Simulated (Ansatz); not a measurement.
The same atomization along the group F, Cl, Br, I.

Calculated with Ansatz (gas phase, PBE0-D4/def2-TZVP geometries, no zero-point term in ΔE). CBS: MP2 limit from def2 TZ/QZ plus the TZ coupled-cluster correction, frozen cores. Small cases extrapolate CCSD(T) itself. DFT in def2-TZVPP. No spin–orbit coupling; open shells (•) take unrestricted orbitals. Spin–orbit coupling would lower the free atoms: a little for C, Cl, F; clearly for Br; strongly for I. def2 core potentials past Kr. For Br, I outer-core shells are correlated without core-valence functions, so the limit isn't a true one: a few kJ/mol of doubt a bond, and 10 to 20 or more in all where bonds break to atoms. Scalar relativity is left out up to krypton. Each species was taken in one conformer, which may not be the lowest.

```csv
reaction,PBE0-D4 (eV),PBE-D4 (eV),HF/CBS(def2) (eV),B2PLYP (eV),CCSD(T)/CBS(def2) (eV)
`C=CCF` → 3 C• + 5 H• + F•,37.83,38.58,27.92,37.29,37.52
`C=CCCl` → 3 C• + 5 H• + Cl•,36.70,37.29,27.12,36.02,36.33
`C=CCBr` → 3 C• + 5 H• + Br•,36.23,36.83,26.67,35.58,35.93
`C=CCI` → 3 C• + 5 H• + I•,35.74,36.35,26.19,35.10,35.49
```

Largest T1 diagnostic: 0.011, for `C=CCF`.

Extrapolated directly: `C=CCF` → 3 C• + 5 H• + F•.

For atomizations the MP2-based limit and the directly extrapolated one differ by several kJ/mol either way, and by 10 to 25 for some Ge, Se and Sn compounds, so smaller differences from it don't rank the levels.
